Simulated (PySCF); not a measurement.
Sc: electron affinity

Sc⁻ [Ar] 3d2 4s2 (3F) → Sc [Ar] 3d1 4s2 (2D), as a difference of total energies. All numbers are calculated (PySCF 2.14, the non-relativistic Hamiltonian (point nucleus), in dyall-av2z (16s12p7d2f, 101 functions)). Correlated levels: valence: [Ar] frozen; virtual orbitals above 40 to 60 times the deepest correlated orbital energy dropped. The calculations carry no spin-orbit coupling.

| method | electron affinity (eV) |
| --- | --- |
| UHF | -1.175 |
| MP2 (valence) | -1.196 |
| SCS-MP2 (valence) | -1.417 |
| CCSD (valence) | -0.808 |
| CCSD(T) (valence) | -0.688 |

The configuration of this anion was assumed by filling the next shell in order. It is not the known or likely ground configuration (Ca⁻, Sr⁻ and Ba⁻, for instance, bind a p electron), so these values are not the electron affinity of the element.

A negative affinity means that the anion lies above the atom at that level of theory.

The coupled-cluster amplitudes are large for Sc⁻ (T1 above 0.03 or a double amplitude above 0.15), so a single reference is strained.
